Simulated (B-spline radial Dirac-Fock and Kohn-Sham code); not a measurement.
**Dipole and non-dipole photoemission parameters of Pt 5d5/2**

System: the free platinum atom, 1s2 2s2 2p6 3s2 3p6 3d10 4s2 4p6 4d10 4f14 5s2 5p6 5d9 6s1; threshold 8.89 eV (orbital energy of the model). Level of theory: Dirac-Hartree-Slater photoionisation with a Latter tail; cross sections with all multipoles, angular parameters from the dipole term and its interference with E2; a radial B-spline solver.

The run's input, task.json:

```json
{"items": [{
  "Z": 78,
  "q": 0,
  "cfg": [[1, 0, 2], [2, 0, 2], [2, 1, 6], [3, 0, 2], [3, 1, 6], [3, 2, 10], [4, 0, 2], [4, 1, 6], [4, 2, 10], [4, 3, 14], [5, 0, 2], [5, 1, 6], [5, 2, 9], [6, 0, 1]],
  "A": 195,
  "rrms": 5.427,
  "do": "xps",
  "hv": [54.1, 80, 100, 128.0, 136.0, 173.0, 200, 202.0, 225.0, 300, 374.0, 647.0, 650.0, 717.0, 759.0, 777.0, 985.0, 1180.0, 1310.0, 1486.9, 2180.0, 2880.0, 2990.0, 3610.0, 4000, 6330.0, 6900.0, 8400.0, 9251.7, 12000],
  "edges": {"K": 78395.0, "L1": 13880.0, "L2": 13273.0, "L3": 11564.0, "M1": 3296.0, "M2": 3027.0, "M3": 2645.0, "M4": 2202.0, "M5": 2122.0, "N1": 725.4, "N2": 609.1, "N3": 519.4, "N4": 331.6, "N5": 314.6, "N6": 74.5, "N7": 71.2, "O1": 101.7, "O2": 65.3}
}]}
```

Run with: `python xray2_run.py task.json out`

For linearly polarised light dσ/dΩ = σ/(4π) [1 + β P₂(cos θ) + (δ + γ cos²θ) sin θ cos φ], with θ from the polarisation vector and φ the angle between the beam and the projection of the electron momentum on the plane normal to the polarisation.

```tsv
hν (eV)	σ (kb)	β	γ	δ
54.1	7400	1.012	0.014	0.011
80	1890	1.523	0.075	0.016
100	737	1.825	0.171	0.014
128	232	1.993	0.350	-0.003
136	173	1.946	0.392	-0.011
173	62.6	0.914	0.338	-0.031
200	45.7	-0.097	0.092	-0.003
202	45.2	-0.151	0.075	0.000
225	43.2	-0.515	-0.053	0.031
300	48.7	-0.209	0.009	0.065
374	50.9	0.237	0.143	0.053
647	37.9	0.944	0.170	0.010
650	37.7	0.948	0.168	0.010
717	34.0	1.026	0.138	0.006
759	31.9	1.067	0.118	0.004
777	31.0	1.082	0.110	0.004
985	22.7	1.213	0.028	0.000
1180	17.2	1.284	-0.018	0.002
1310	14.4	1.315	-0.034	0.003
1486.9	11.5	1.345	-0.041	0.006
2180	5.36	1.387	0.036	0.020
2880	2.85	1.378	0.184	0.033
2990	2.60	1.374	0.210	0.035
3610	1.63	1.350	0.356	0.047
4000	1.25	1.333	0.447	0.054
6330	0.350	1.219	0.923	0.102
6900	?	?	?	?
8400	0.149	1.127	1.249	0.145
9251.7	0.111	1.093	1.363	0.162
12000	0.0477	0.996	1.670	0.220
```

Question: Give the values at 6900 eV.

Answer: σ = 0.271 kb, β = 1.192, γ = 1.021, δ = 0.113.

Values without a named source are computed, but for edge energies of neutral atoms, which are taken from tables.
